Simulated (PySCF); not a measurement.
CH3ClFNSi2, SMILES F[Si@]1(Cl)N=C[SiH2]1. Coordinates come from a PBE-D3(BJ)/def2-SVP optimisation. The structure was generated by enumeration; whether it is a known compound was not checked.

Computed with PBE-D3(BJ)/def2-SVP run with PySCF.

Harmonic wavenumbers (cm⁻¹): 83, 118, 205, 227, 271, 376, 446, 458, 545, 562, 630, 722, 737, 864, 884, 905, 1241, 1529, 2138, 2160, 2956. Rotational constants (GHz): 2.765, 1.342, 1.246; symmetry number 1.

### Question
Work out the zero-point energy and the ideal-gas rigid-rotor harmonic-oscillator thermochemistry at 298.15 K and 1 atm.

### Answer
ZPE = ½ Σ hcν = ½ × 18058 cm⁻¹ = 25.81 kcal/mol. H − E(el) = 31.18 kcal/mol. Entropy in cal/(mol K): translation 40.71, rotation 28.63, vibration 17.69, total 87.03. G − E(el) = 5.23 kcal/mol. Cp = 28.05 cal/(mol K). Modes under 150 cm⁻¹ make the vibrational entropy uncertain.
